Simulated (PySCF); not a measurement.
Task: Write a Z-matrix for `N[Si@@](O)([SiH3])P` as optimised with PBE0-D3(BJ)/def2-SVP.

Result: 
Z-matrix in Å and degrees, rows numbered from 1:
```
N 
Si  1  1.7235
O   2  1.6764  1  116.60
Si  2  2.3334  1  109.73  3   117.68
P   2  2.2671  1  103.56  3  -119.09
H   1  1.0138  2  121.60  3   -68.03
H   1  1.0142  2  121.34  3    83.75
H   3  0.9630  2  116.47  1   -58.85
H   4  1.4980  2  111.75  1   -58.25
H   4  1.4953  2  110.41  1  -179.26
H   4  1.4968  2  109.41  1    61.53
H   5  1.4275  2   94.24  1  -171.05
H   5  1.4279  2   94.42  1   -76.19
```

Si4 (SiH3 silicon) is tetrahedral (angles from 108.2° to 111.7°). O3 (silanol oxygen) is bent (angle 116.5°). P5 (three-coordinate phosphorus) is pyramidal (angles 94.5°, 94.4° and 94.2°, sum 283.2°, 0.85 Å off the plane of its three neighbours). Si2 (oxygen-bound silicon) is distorted tetrahedral (angles from 103.6° to 116.6°).

Level of theory: PBE0-D3(BJ)/def2-SVP geometry optimisation, gas phase in PySCF 2.14.0.

Point group: C1 (no symmetry element, even within 0.4 Å). Whether it is a minimum is left open (no frequencies). One conformer, not necessarily the lowest (H–N1–Si2–O3 -68° and 84°, N1–Si2–O3–H -59°, N1–Si2–P5–H -171° and -76°).
